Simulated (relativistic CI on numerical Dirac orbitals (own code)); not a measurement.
# Ru3+: what numerical and physical settings do to a radial Dirac CI calculation

Reference input:

```
atom Ru  Z=44  charge=3  electrons=41
nucleus A=102  rms_radius_fm=4.4809
hamiltonian dirac-coulomb  breit=on  qed=on  c_scale=1
orbitals kli  potential=per-configuration
slater_scale 1
correlation none
mixing on
grid step=0.0125 r_max=50.3
scf mixing=0.4 start=green max_iterations=150 tolerance=2e-08 node_fill=0.05
configurations
  [Kr] 4d5
  [Kr] 4d4 5s
end
```

Computed lowest total energy -4522.84167 Ha, first excitation 26853.1 cm⁻¹, 22 SCF steps. Runs with settings changed; * marks those that are bad on purpose (the QED terms keep the true α when c is scaled):

| Changed | Outcome | Lowest level | ΔE (Ha) | First excitation (cm⁻¹) | SCF steps | Message |
| --- | --- | --- | --- | --- | --- | --- |
| nuclear radius 5.8252 fm | converged | 4d5 6S_5/2 | 0.0474 | 26853.2 | 22 |  |
| grid step 0.006 | converged | 4d5 6S_5/2 | -0.0001 | 26853.1 | 22 |  |
| speed of light × 2, SCF mixing 0.7 | converged | 4d5 6S_5/2 | 64.1 | 27344.7 | 20 |  |
| grid step 0.02, SCF tolerance 1e-06 | converged | 4d5 6S_5/2 | 0.000115 | 26853.1 | 20 |  |
| speed of light × 0.4 * | converged | 4d4 5s 6D_1/2 | -679 | 4347.3 | 25 |  |
| nuclear radius 4480.9 fm * | converged | 4d5 6S_5/2 | 1730 | 32269.0 | 21 |  |

With so few configurations and no correlation, terms lie too far apart (by 10 to 50 % near neutrality), their order can be wrong, and levels of other configurations are missing.
